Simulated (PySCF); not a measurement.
C₅H₁₃O₂Si (SMILES [CH2][SiH](OCC)OCC), doublet, geometry from GFN2-xTB; PySCF with MP2/3-21G.

The PySCF input:
```python
from pyscf import gto, scf, mp

mol = gto.Mole()
mol.atom = '''
    C    -0.536084    1.597414   -1.871818
    Si   -0.117366    0.938428   -0.195228
    O    -1.026667   -0.322038    0.287788
    C    -2.410923   -0.385947    0.474641
    C    -2.770103   -1.681093    1.188585
    O     1.396561    0.400618   -0.356988
    C     2.182253   -0.314634    0.555323
    C     3.411890   -0.861197   -0.154675
    H    -1.554598    1.742978   -2.184757
    H     0.202538    1.999012   -2.539716
    H    -0.216313    1.979108    0.846769
    H    -2.747467    0.477240    1.062355
    H    -2.908769   -0.341472   -0.502234
    H    -2.431122   -2.531904    0.603410
    H    -2.285934   -1.715382    2.161227
    H    -3.846348   -1.746372    1.323586
    H     1.596478   -1.134162    0.986002
    H     2.482845    0.355616    1.371043
    H     3.986719   -0.043298   -0.581160
    H     3.108586   -1.525987   -0.958968
    H     4.035169   -1.409270    0.546898
'''
mol.basis = '3-21g'
mol.charge = 0
mol.spin = 1
mol.verbose = 4
mol.build()

mf = scf.UHF(mol)
mf.kernel()

pt = mp.MP2(mf, frozen=12)
pt.kernel()
print('E(MP2) = %.10f' % pt.e_tot)
mf.analyze()
```

What the program printed (banner, timings and long lists left out):

```
PySCF version 2.14.0

[INPUT] verbose = 4
[INPUT] num. atoms = 21
[INPUT] num. electrons = 73
[INPUT] charge = 0
[INPUT] spin (= nelec alpha-beta = 2S) = 1
[INPUT] symmetry False subgroup None
[INPUT] Mole.unit = angstrom
[INPUT] Symbol           X                Y                Z      unit          X                Y                Z       unit  Magmom
[...]
nuclear repulsion = 476.515698379118
number of shells = 68
number of NR pGTOs = 171
number of NR cGTOs = 102
basis = 3-21g
ecp = {}

******** <class 'pyscf.scf.uhf.UHF'> ********
method = UHF
initial guess = minao
damping factor = 0
level_shift factor = 0
DIIS = <class 'pyscf.scf.diis.CDIIS'>
diis_start_cycle = 1
diis_space = 8
diis_damp = 0
SCF conv_tol = 1e-09
SCF conv_tol_grad = None
SCF max_cycles = 50
direct_scf = True
direct_scf_tol = 1e-13
number electrons alpha = 37  beta = 36
Set gradient conv threshold to 3.16228e-05
init E= -633.101439855561

cycle= 1 E= -632.032858091107  delta_E= 1.07  |g|= 0.516  |ddm|= 2.84
cycle= 2 E= -632.140342459661  delta_E= -0.107  |g|= 0.275  |ddm|= 0.656
cycle= 3 E= -632.16764335078  delta_E= -0.0273  |g|= 0.0487  |ddm|= 0.248
cycle= 4 E= -632.169469541713  delta_E= -0.00183  |g|= 0.0124  |ddm|= 0.0774
cycle= 5 E= -632.169661565046  delta_E= -0.000192  |g|= 0.00694  |ddm|= 0.0218
cycle= 6 E= -632.169757742439  delta_E= -9.62e-05  |g|= 0.00275  |ddm|= 0.0202
cycle= 7 E= -632.169774965957  delta_E= -1.72e-05  |g|= 0.000689  |ddm|= 0.0103
cycle= 8 E= -632.169775832015  delta_E= -8.66e-07  |g|= 0.000271  |ddm|= 0.00216
cycle= 9 E= -632.169775919402  delta_E= -8.74e-08  |g|= 0.000101  |ddm|= 0.000584
cycle= 10 E= -632.169775934661  delta_E= -1.53e-08  |g|= 3.88e-05  |ddm|= 0.000253
cycle= 11 E= -632.169775937061  delta_E= -2.4e-09  |g|= 1.6e-05  |ddm|= 0.0001
cycle= 12 E= -632.169775937585  delta_E= -5.24e-10  |g|= 6.87e-06  |ddm|= 5.1e-05
Extra cycle  E= -632.169775937648  delta_E= -6.32e-11  |g|= 4.24e-06  |ddm|= 1.27e-05
converged SCF energy = -632.169775937648  <S^2> = 0.76010806  2S+1 = 2.0100826

******** <class 'pyscf.mp.ump2.UMP2'> ********
nocc = (np.int64(25), np.int64(24)), nmo = (90, 90)
frozen orbitals 12
E(UMP2) = -632.877035251017  E_corr = -0.707259313369224
E(SCS-UMP2) = -632.882442383474  E_corr = -0.712666445826188
E_corr(same-spin) = -0.156974688711786
E_corr(oppo-spin) = -0.550284624657439
E(MP2) = -632.8770352510
**** SCF Summaries ****
Total Energy =                        -632.169775937647728
Nuclear Repulsion Energy =             476.515698379118305
One-electron Energy =                -1815.582865755329294
Two-electron Energy =                  706.897391438563318
Two-electron Coulomb Energy =          774.332933145167772
DFT Exchange-Correlation Energy =      -67.435541706604454
**** MO energy ****
                             alpha | beta                alpha | beta
[...]
To work with the spin densities directly, `use mulliken_meta_spin()` only printing them here.

 ** Mulliken spin pop alpha/beta on meta-lowdin orthogonal AOs **
 ** Mulliken Spin Density (per AO)  **
spin_pop of  0 C 1s       -0.00001
spin_pop of  0 C 2s        0.07315
spin_pop of  0 C 3s        0.00022
spin_pop of  0 C 2px       0.04839
spin_pop of  0 C 2py       0.78443
spin_pop of  0 C 2pz       0.19839
spin_pop of  0 C 3px      -0.00026
spin_pop of  0 C 3py       0.00714
spin_pop of  0 C 3pz       0.00122
spin_pop of  1 Si 1s        0.00000
spin_pop of  1 Si 2s        0.00000
spin_pop of  1 Si 3s       -0.01654
spin_pop of  1 Si 4s       -0.00065
spin_pop of  1 Si 2px       0.00000
spin_pop of  1 Si 2py       0.00000
spin_pop of  1 Si 2pz      -0.00000
spin_pop of  1 Si 3px      -0.00253
spin_pop of  1 Si 3py       0.01130
spin_pop of  1 Si 3pz      -0.02305
spin_pop of  1 Si 4px      -0.00012
spin_pop of  1 Si 4py       0.00030
spin_pop of  1 Si 4pz      -0.00273
spin_pop of  2 O 1s        0.00000
spin_pop of  2 O 2s        0.00130
spin_pop of  2 O 3s        0.00009
spin_pop of  2 O 2px       0.00072
spin_pop of  2 O 2py      -0.00034
spin_pop of  2 O 2pz      -0.00050
spin_pop of  2 O 3px       0.00014
spin_pop of  2 O 3py       0.00000
spin_pop of  2 O 3pz      -0.00006
spin_pop of  3 C 1s       -0.00000
spin_pop of  3 C 2s        0.00003
spin_pop of  3 C 3s        0.00001
spin_pop of  3 C 2px       0.00044
spin_pop of  3 C 2py       0.00001
spin_pop of  3 C 2pz      -0.00001
spin_pop of  3 C 3px      -0.00000
spin_pop of  3 C 3py      -0.00000
spin_pop of  3 C 3pz      -0.00001
spin_pop of  4 C 1s        0.00000
spin_pop of  4 C 2s        0.00002
spin_pop of  4 C 3s        0.00000
spin_pop of  4 C 2px       0.00000
spin_pop of  4 C 2py       0.00002
spin_pop of  4 C 2pz       0.00001
spin_pop of  4 C 3px      -0.00000
spin_pop of  4 C 3py       0.00000
spin_pop of  4 C 3pz      -0.00000
spin_pop of  5 O 1s       -0.00000
spin_pop of  5 O 2s        0.00056
spin_pop of  5 O 3s        0.00001
spin_pop of  5 O 2px       0.00372
spin_pop of  5 O 2py       0.00142
spin_pop of  5 O 2pz       0.00010
spin_pop of  5 O 3px       0.00007
spin_pop of  5 O 3py      -0.00001
spin_pop of  5 O 3pz      -0.00002
spin_pop of  6 C 1s        0.00000
spin_pop of  6 C 2s       -0.00030
spin_pop of  6 C 3s        0.00000
spin_pop of  6 C 2px      -0.00035
spin_pop of  6 C 2py      -0.00057
spin_pop of  6 C 2pz      -0.00034
spin_pop of  6 C 3px       0.00002
spin_pop of  6 C 3py      -0.00001
spin_pop of  6 C 3pz       0.00001
spin_pop of  7 C 1s       -0.00000
spin_pop of  7 C 2s        0.00001
spin_pop of  7 C 3s        0.00000
spin_pop of  7 C 2px       0.00002
spin_pop of  7 C 2py       0.00001
spin_pop of  7 C 2pz       0.00002
spin_pop of  7 C 3px      -0.00000
spin_pop of  7 C 3py      -0.00000
spin_pop of  7 C 3pz       0.00000
spin_pop of  8 H 1s       -0.05382
spin_pop of  8 H 2s        0.00039
spin_pop of  9 H 1s       -0.05430
spin_pop of  9 H 2s        0.00041
spin_pop of  10 H 1s        0.02177
spin_pop of  10 H 2s        0.00029
spin_pop of  11 H 1s       -0.00009
spin_pop of  11 H 2s       -0.00000
spin_pop of  12 H 1s       -0.00001
spin_pop of  12 H 2s        0.00002
spin_pop of  13 H 1s       -0.00000
spin_pop of  13 H 2s       -0.00000
spin_pop of  14 H 1s        0.00000
spin_pop of  14 H 2s       -0.00000
spin_pop of  15 H 1s        0.00005
spin_pop of  15 H 2s       -0.00000
spin_pop of  16 H 1s        0.00013
spin_pop of  16 H 2s        0.00001
spin_pop of  17 H 1s        0.00029
spin_pop of  17 H 2s        0.00001
spin_pop of  18 H 1s       -0.00002
spin_pop of  18 H 2s        0.00000
spin_pop of  19 H 1s        0.00001
spin_pop of  19 H 2s       -0.00000
spin_pop of  20 H 1s       -0.00002
spin_pop of  20 H 2s        0.00000
 ** Mulliken Spin Density (per atom)  **
spin density of  0 C =      1.11267
spin density of  1 Si =     -0.03402
spin density of  2 O =      0.00134
spin density of  3 C =      0.00046
spin density of  4 C =      0.00004
spin density of  5 O =      0.00586
spin density of  6 C =     -0.00153
spin density of  7 C =      0.00006
spin density of  8 H =     -0.05342
spin density of  9 H =     -0.05389
spin density of  10 H =      0.02206
spin density of  11 H =     -0.00009
spin density of  12 H =      0.00001
spin density of  13 H =     -0.00000
spin density of  14 H =      0.00000
spin density of  15 H =      0.00005
spin density of  16 H =      0.00015
spin density of  17 H =      0.00029
spin density of  18 H =     -0.00002
spin density of  19 H =      0.00001
spin density of  20 H =     -0.00002
 ** Mulliken pop alpha/beta on meta-lowdin orthogonal AOs **
 ** Mulliken pop       alpha | beta **
In total            37.00000 | 36.00000
 ** Mulliken atomic charges   ( Nelec_alpha | Nelec_beta ) **
charge of  0C =     -0.46938  (     3.79103      2.67835 )
charge of  1Si =      1.25478  (     6.35560      6.38962 )
charge of  2O =     -0.67463  (     4.33799      4.33664 )
charge of  3C =      0.09399  (     2.95324      2.95278 )
charge of  4C =     -0.26256  (     3.13130      3.13126 )
charge of  5O =     -0.66518  (     4.33552      4.32966 )
charge of  6C =      0.09332  (     2.95258      2.95410 )
charge of  7C =     -0.26262  (     3.13134      3.13128 )
charge of  8H =      0.10319  (     0.42169      0.47512 )
charge of  9H =      0.12265  (     0.41173      0.46562 )
charge of  10H =     -0.18407  (     0.60307      0.58100 )
charge of  11H =      0.06767  (     0.46612      0.46621 )
charge of  12H =      0.07396  (     0.46302      0.46301 )
charge of  13H =      0.09942  (     0.45029      0.45029 )
charge of  14H =      0.09579  (     0.45211      0.45210 )
charge of  15H =      0.08657  (     0.45674      0.45669 )
charge of  16H =      0.08096  (     0.45959      0.45945 )
charge of  17H =      0.06988  (     0.46520      0.46491 )
charge of  18H =      0.09529  (     0.45235      0.45236 )
charge of  19H =      0.09647  (     0.45177      0.45176 )
charge of  20H =      0.08448  (     0.45775      0.45777 )
Dipole moment(X, Y, Z, Debye): -1.45286,  0.31329,  0.75763
```
